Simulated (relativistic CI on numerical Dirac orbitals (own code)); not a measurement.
What each ingredient does to the levels of Pt XIV

Base calculation: Dirac-Coulomb-Breit CI, KLI orbitals optimised for each configuration, model QED (radiative potential, 1s self-energy scaled to tabulated hydrogen-like ionisation energies), unscaled Slater integrals.

Configuration list (outside the closed core [Kr] 4d10): 4f14.5s2.5p3, 4f14.5s.5p4, 4f13.5s2.5p4, 4f14.5s2.5p2.5d, 4f14.5s.5p3.5d, 4f14.5s2.5p2.5f, 4f13.5s2.5p3.5d, 4f14.5s2.5p2.5g, 4f14.5s2.5p2.6s, 4f14.5s.5p3.5f, 4f14.5p5, 4f13.5p6, 4f13.5p5.5d, 4f14.5s2.5p.5d2, 4f14.5s2.5d3, 4f14.5s.5p.5d3, 4f14.5s2.5d2.5f, 4f13.5s2.5p.5d3. Double excitations out of closed p, d and f shells are left out; levels of such configurations are missing from the list, as are those of other unlisted configurations, and high levels can miss mixing partners. Some configurations lack a partner that the ground configuration has and come out too high, among them 4f14.5s2.5p2.5g, 4f14.5s2.5p2.6s, 4f14.5s.5p3.5f.

Variants: (1) configuration mixing switched off. Shifts of the energy above 4f14.5s2.5p3 2P°_3/2, in cm⁻¹, for the lowest level and the first level of each name with at least 55 % of one term (blank where a level changes its place among those of its configuration and J or its character, or is not in the variant):

```tsv
Level	Base	Δ(1)
4f14.5s2.5p3 2P°_3/2	0	0
4f14.5s2.5p3 2D°_5/2	150189	+2873
4f14.5s2.5p3 2P°_1/2	175180	+3620
4f13.5s2.5p4 4G°_11/2	346024	-14696
4f13.5s2.5p4 2D°_3/2	349403	-14959
4f13.5s2.5p4 4D°_3/2	375920	-14539
4f13.5s2.5p4 4D°_1/2	376259	-14670
4f14.5s.5p4 4P_5/2	434575	+7542
4f13.5s2.5p4 2H°_11/2	523845	-14718
4f13.5s2.5p4 4F°_3/2	531522	-14815
4f13.5s2.5p4 2P°_3/2	537236	-15276
4f13.5s2.5p4 2H°_9/2	550897	-14693
4f13.5s2.5p4 2P°_1/2	564881	-14863
4f14.5s2.5p2.5d 4D_1/2	606194	-1411
4f14.5s2.5p2.5d 2P_1/2	736810
```

At this charge transitions that keep the count of f electrons are usually good to a few per cent. Levels and lines within the n = 5 or 6 shells can be off by up to 10 % or somewhat more, and those that change n by about 2 %, since core polarisation is missing. Levels that differ in their count of f electrons can be misplaced by several ten thousand cm⁻¹, since the correlation energy of f electrons is missing or only estimated; rates across such gaps can be off by orders of magnitude.

Ionisation energy from one configuration of each of the two ions, the ground ones as tabulated or assumed: base 284.066 eV. The NIST ASD value (theoretical) is 293 ± 15 eV.

LS names give the leading component of a level, which can be under half, so a name can repeat, a term be missing and a line seem to break the LS rules.
